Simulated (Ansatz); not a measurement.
```yaml
crystal:
  periodic: [false, false, false]
  atoms:
    - {symbol: C, position_ang: [-1.010175, 1.314527, -0.049479]}
    - {symbol: C, position_ang: [-0.091215, 0.206901, -0.561268]}
    - {symbol: B, position_ang: [0.031629, -1.036598, 0.375298]}
    - {symbol: N, position_ang: [1.175007, -1.743792, 0.684576]}
    - {symbol: H, position_ang: [-1.081466, 2.139598, -0.762591]}
    - {symbol: H, position_ang: [-2.018082, 0.933557, 0.128721]}
    - {symbol: H, position_ang: [-0.647738, 1.725521, 0.895961]}
    - {symbol: H, position_ang: [-0.473690, -0.160818, -1.523127]}
    - {symbol: H, position_ang: [0.907517, 0.617421, -0.778197]}
    - {symbol: H, position_ang: [2.092007, -1.498230, 0.332309]}
    - {symbol: H, position_ang: [1.181506, -2.555087, 1.278498]}
basis:
  gaussian: {orbitals: def2-TZVPD}
total_charge: -4
magnetization: {spin_polarized: true, initial_magnetization: 1}
hamiltonian: {xc: {name: BLYP}, dispersion: d3bjatm}
```

```sh
$ ansatz run in.yaml --threads 4 --pin off --events-out ev --progress --plain --max-ram 10444MiB
```

It prints (some lines left out):

```
Functional definition: BLYP
1049 factors; their error is unknown
mean field evaluation 1: about -4206.4534 eV, gradient 1.1e2 eV
mean field evaluation 2: about -3730.0990 eV, gradient 3.1e2 eV
mean field evaluation 4: about -4277.8032 eV, gradient 8.0e1 eV
mean field evaluation 8: about -4328.9115 eV, gradient 1.8e1 eV
mean field evaluation 16: about -4332.1892 eV, gradient 3.2e-1 eV
mean field evaluation 32: about -4331.5628 eV, gradient 7.3e-2 eV
mean field evaluation 96: about -4331.5467 eV, gradient 3.1e-4 eV
mean field evaluation 128: about -4331.5303 eV, gradient 7.8e-4 eV
mean field evaluation 224: about -4331.5303 eV, gradient 2.7e-4 eV
a density is far from that of the atoms, so the factors are made again for it
1647 factors; integrals over basis functions are off by at most 1.1e-3 eV
mean field -4331.55884456 eV, -159.1818515016 hartree, gradient 1.7e-5 eV, S^2 1.592058; 0 other end points of the search recorded, 0 dependent functions left out
reference -4331.55912143 eV, -159.1818616764 hartree; 18, 17 occupied and 193, 194 virtual orbitals, 1647 factors
Total energy: -4331.93931695 eV, -159.1958336041 hartree
```

Q: Something in this input is off. What?

A: The charge is far from anything that the molecule holds. The calculation finished and met its thresholds. The result belongs to that input, not to the molecule as meant.
